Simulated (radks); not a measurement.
Problem. Species: the terbium ion Tb44+. Configuration: [Ar] 3d3 (the NIST ground configuration). Calculated with a radial shooting solver on a logarithmic mesh with Libxc functionals: Dirac Kohn-Sham, BLYP, spin-unpolarised, spherical densities, finite nucleus; open shells fill j = l - 1/2 first; Fermi nuclear charge, rms radius 5.06 fm. Some entries of the table are withheld. Estimate them.

orbital  occ.  eigenvalue (Ry)  <1/r> (bohr^-1)  <r> (bohr)
1s1/2       2        -3997.052            73.10     0.02151
2s1/2       2        -815.8962            17.60     0.09034
2p1/2       2        -786.1800              (1)     0.07536
2p3/2       4        -730.6036              (2)     0.08215
3s1/2       2              (3)            6.851      0.2253
3p1/2       2        -289.9258            6.778         (4)
3p3/2       4        -276.5999            6.233         (5)
3d3/2       3        -258.5448            6.111      0.1947
3d5/2       0        -255.4496            5.975      0.1981

Solution. 
(1) 2p1/2 <1/r> (bohr^-1): 17.55
(2) 2p3/2 <1/r> (bohr^-1): 15.45
(3) 3s1/2 eigenvalue (Ry): -301.6781
(4) 3p1/2 <r> (bohr): 0.2135
(5) 3p3/2 <r> (bohr): 0.2244
